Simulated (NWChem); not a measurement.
System: BaHSCl; SMILES [Cl][Ba][SH]

Input file for NWChem:

```
start job
memory heap 200 mb stack 900 mb global 1100 mb
geometry units angstroms noautoz
  Ba    -0.413128    -0.008021    -0.006143
  Cl     0.928756    -2.408240     0.005966
  S      1.012905     2.505651    -0.008226
  H     -0.127822     3.238227    -0.011680
end
basis spherical
  Ba library def2-svpd
  Cl library def2-svpd
  S library def2-svpd
  H library def2-svpd
end
ecp
  Ba library def2-ecp
end
dft
  xc b3lyp
  iterations 150
  vectors input atomic output neutral.movecs
end
task dft energy
charge 1
dft
  odft
  mult 2
  vectors input atomic output cation.movecs
end
task dft energy
charge -1
dft
  odft
  mult 2
  vectors input atomic output anion.movecs
end
task dft energy
```

Parts of the log:

```
             Northwest Computational Chemistry Package (NWChem) 7.3.0
             --------------------------------------------------------

 C1  symmetry detected

                             Geometry "geometry" -> ""
                             -------------------------

 Output coordinates in angstroms (scale by  1.889725989 to convert to a.u.)

  No.       Tag          Charge          X              Y              Z
 ---- ---------------- ---------- -------------- -------------- --------------
    1 Ba                  56.0000    -0.50986137    -0.03429751    -0.00003576
    2 Cl                  17.0000     0.85425028    -2.42198466     0.00002971
    3 S                   16.0000     0.89279151     2.49249617    -0.00008566
    4 H                    1.0000    -0.25468214     3.21446093     0.00286824

 Effective nuclear repulsion energy (a.u.)     393.4546997960

                                 NWChem DFT Module
                                 -----------------

 Summary of "ao basis" -> "ao basis" (spherical)
 ------------------------------------------------------------------------------
       Tag                 Description            Shells   Functions and Types
 ---------------- ------------------------------  ------  ---------------------
 Ba                        def2-svpd                10       26   4s4p2d
 Cl                        def2-svpd                11       27   5s4p2d
 S                         def2-svpd                11       27   5s4p2d
 H                         def2-svpd                 4        8   2s2p

            General Information
            -------------------
          SCF calculation type: DFT
          Wavefunction type:  closed shell.
          No. of atoms     :     4
          No. of electrons :    44
           Alpha electrons :    22
            Beta electrons :    22
          Charge           :     0
          Spin multiplicity:     1
          Use of symmetry is: off; symmetry adaption is: off
          Maximum number of iterations: 150
          AO basis - number of functions:    88
                     number of shells:    36
          Convergence on energy requested:  1.00D-06
          Convergence on density requested:  1.00D-05
          Convergence on gradient requested:  5.00D-04

              XC Information
              --------------
                         B3LYP Method XC Potential
                     Hartree-Fock (Exact) Exchange  0.200
                        Slater Exchange Functional  0.800 local
                    Becke 1988 Exchange Functional  0.720 non-local
              Lee-Yang-Parr Correlation Functional  0.810
                  VWN I RPA Correlation Functional  0.190 local

             Grid Information
             ----------------
          Grid used for XC integration:  medium
          Radial quadrature: Mura-Knowles
          Angular quadrature: Lebedev.
          Tag              B.-S. Rad. Rad. Pts. Rad. Cut. Ang. Pts.
          ---              ---------- --------- --------- ---------
          Ba                  2.15      123          14.0       590
          Cl                  1.00       88          15.0       590
          S                   1.00       88          15.0       590
          H                   0.35       45          15.0       434
          Grid pruning is: on
          Number of quadrature shells:   344
          Spatial weights used:  Erf1

      Superposition of Atomic Density Guess
      -------------------------------------

 Sum of atomic energies:        -884.66473578

      Non-variational initial energy
      ------------------------------

 Total energy =    -882.411030
 1-e energy   =   -1425.355984
 2-e energy   =     442.211303
 HOMO         =      -0.343174
 LUMO         =      -0.109107

   convergence    iter        energy       DeltaE   RMS-Dens  Diis-err
 ---------------- ----- ----------------- --------- --------- ---------
 d= 0,ls=0.0,diis     1   -884.3075609830 -9.85D+02  2.35D-02  4.53D-01
 d= 0,ls=0.0,diis     2   -884.2388711023  6.87D-02  1.51D-02  8.17D-01
 d= 0,ls=0.0,diis     3   -884.3838862565 -1.45D-01  1.55D-03  1.24D-02
 d= 0,ls=0.0,diis     4   -884.3861469583 -2.26D-03  3.98D-04  9.37D-04
 d= 0,ls=0.0,diis     5   -884.3863267998 -1.80D-04  8.39D-05  2.41D-05
  Resetting Diis
 d= 0,ls=0.0,diis     6   -884.3863315790 -4.78D-06  3.90D-05  1.93D-06
 d= 0,ls=0.0,diis     7   -884.3863319812 -4.02D-07  1.60D-05  3.27D-07
 d= 0,ls=0.0,diis     8   -884.3863319503  3.09D-08  9.39D-06  5.69D-07

         Total DFT energy =     -884.386331950271
      One electron energy =    -1430.684274586985
           Coulomb energy =      503.674702265041
    Exchange-Corr. energy =      -58.110410161159
 Nuclear repulsion energy =      100.733650532833

 Numeric. integr. density =       44.000010635970

                       DFT Final Molecular Orbital Analysis
                       ------------------------------------

 Vector   20  Occ=2.000000D+00  E=-2.760749D-01
              MO Center=  7.8D-01, -2.2D+00,  1.3D-05, r^2= 1.9D+00
   Bfn.  Coefficient  Atom+Function         Bfn.  Coefficient  Atom+Function
  ----- ------------  ---------------      ----- ------------  ---------------
    38      0.486096  2 Cl px                35      0.377727  2 Cl px
    39      0.317021  2 Cl py                36      0.243663  2 Cl py
    32      0.219697  2 Cl px                33      0.142008  2 Cl py
    41      0.122188  2 Cl px                21      0.105528  1 Ba d  2
    17     -0.079751  1 Ba d -2              42      0.076510  2 Cl py

 Vector   21  Occ=2.000000D+00  E=-2.313532D-01
              MO Center=  7.6D-01,  2.2D+00,  1.2D-05, r^2= 3.1D+00
   Bfn.  Coefficient  Atom+Function         Bfn.  Coefficient  Atom+Function
  ----- ------------  ---------------      ----- ------------  ---------------
    66      0.458870  3 S  py                63      0.337739  3 S  py
    65      0.329832  3 S  px                62      0.239965  3 S  px
     3     -0.198037  1 Ba s                 60      0.194262  3 S  py
     2      0.163132  1 Ba s                 17     -0.162180  1 Ba d -2
     6      0.150233  1 Ba py                59      0.138559  3 S  px

 Vector   22  Occ=2.000000D+00  E=-2.217525D-01
              MO Center=  7.7D-01,  2.4D+00, -3.2D-06, r^2= 2.1D+00
   Bfn.  Coefficient  Atom+Function         Bfn.  Coefficient  Atom+Function
  ----- ------------  ---------------      ----- ------------  ---------------
    67      0.563776  3 S  pz                64      0.421696  3 S  pz
    61      0.240683  3 S  pz                70      0.155051  3 S  pz
    18      0.125094  1 Ba d -1              20     -0.074590  1 Ba d  1
     7     -0.054897  1 Ba pz                40      0.033804  2 Cl pz
    77     -0.033710  3 S  d -1              79      0.030830  3 S  d  1

 Vector   23  Occ=0.000000D+00  E=-8.207881D-02
              MO Center= -1.5D+00,  7.0D-02,  4.1D-04, r^2= 7.1D+00
   Bfn.  Coefficient  Atom+Function         Bfn.  Coefficient  Atom+Function
  ----- ------------  ---------------      ----- ------------  ---------------
     3      0.969375  1 Ba s                  2     -0.482223  1 Ba s
     4      0.358994  1 Ba s                 21      0.247754  1 Ba d  2
    11     -0.222032  1 Ba px                19      0.196374  1 Ba d  0
    58     -0.178755  3 S  s                 31     -0.150120  2 Cl s
     5      0.110991  1 Ba px                 1      0.097409  1 Ba s

 Vector   24  Occ=0.000000D+00  E=-4.773112D-02
              MO Center= -9.7D-01,  6.7D-03, -5.6D-04, r^2= 5.6D+00
   Bfn.  Coefficient  Atom+Function         Bfn.  Coefficient  Atom+Function
  ----- ------------  ---------------      ----- ------------  ---------------
    19      0.683239  1 Ba d  0              21     -0.363052  1 Ba d  2
    24      0.261190  1 Ba d  0              26     -0.192854  1 Ba d  2
    31      0.179442  2 Cl s                 11      0.153105  1 Ba px
    42      0.143120  2 Cl py                 3     -0.092015  1 Ba s
     5     -0.089149  1 Ba px                82     -0.080607  4 H  s

 Vector   25  Occ=0.000000D+00  E=-4.671803D-02
              MO Center= -1.1D+00,  1.7D-02, -1.4D-04, r^2= 5.8D+00
   Bfn.  Coefficient  Atom+Function         Bfn.  Coefficient  Atom+Function
  ----- ------------  ---------------      ----- ------------  ---------------
    20      0.751684  1 Ba d  1              13      0.319380  1 Ba pz
    25      0.299060  1 Ba d  1               7     -0.104714  1 Ba pz
    43      0.073812  2 Cl pz                16      0.063047  1 Ba pz
    40      0.056451  2 Cl pz                10     -0.049904  1 Ba pz
    23      0.036680  1 Ba d -1              37      0.034902  2 Cl pz

     Multipole analysis of the density
     ---------------------------------

     L   x y z        total         alpha         beta         nuclear
     -   - - -        -----         -----         ----         -------
     0   0 0 0     -0.000000    -22.000000    -22.000000     44.000000

     1   1 0 0     -3.279575    -23.800248    -23.800248     44.320921
     1   0 1 0      0.081733     -1.449830     -1.449830      2.981393
     1   0 0 1      0.000389     -0.001360     -0.001360      0.003109

     2   2 0 0    -37.416923    -68.387888    -68.387888     99.358852
     2   1 1 0     -1.498849     -0.370885     -0.370885     -0.757079
     2   1 0 1     -0.004721      0.000033      0.000033     -0.004786
     2   0 2 0    -61.053762   -404.537447   -404.537447    748.021132
     2   0 1 1      0.005933     -0.005233     -0.005233      0.016400
     2   0 0 2    -37.590154    -18.795092    -18.795092      0.000030

                                 NWChem DFT Module
                                 -----------------

[...]
```

Level: B3LYP/def2-SVPD with def2 effective core potentials on Ba, vertical spin-unrestricted ions. Structure relaxed at the PBE0/def2-SVP level. B3LYP is NWChem's, with the RPA form of VWN correlation. def2 effective core potentials on Ba; no spin-orbit coupling.
